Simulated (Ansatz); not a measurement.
Reactions of `CC#CC=O`.

Isolated molecules relaxed with PBE0-D4/def2-TZVP in Ansatz; ΔE leaves out vibrations. CCSD(T)/CBS adds triple-zeta CCSD(T) − MP2 to the extrapolated MP2 energy (def2 sets, frozen cores). This one scheme is used for every species, atoms too. DFT in def2-TZVPP. B3LYP here is the variant with VWN-RPA as its local correlation; programs differ in this. No spin–orbit coupling; open shells (•) take unrestricted orbitals. Spin–orbit coupling would lower the free atoms: a little for C, O. Each species was taken in one conformer, which may not be the lowest.

| reaction | B3LYP-D4 (kcal/mol) | ωB97X-V (kcal/mol) | CCSD(T)/CBS(def2) (kcal/mol) |
| --- | --- | --- | --- |
| `CC#CC=O` + H₂ → `C#CC=O` + CH₄ | -8.4 | -8.8 | -9.5 |
| `CC#CC=O` → 4 C• + 4 H• + O• | 966.2 | 962.1 | 961.3 |
| `CC#CC=O` → `c1ccoc1` | -28.1 | -32.8 | -30.2 |
| `CC#CC=O` + `N[SiH](S)Cl` → `CN[SiH](S)Cl` + `C#CC=O` | 16.3 | 16.0 | 15.6 |

Largest T1 diagnostic: 0.016, for `C#CC=O`.
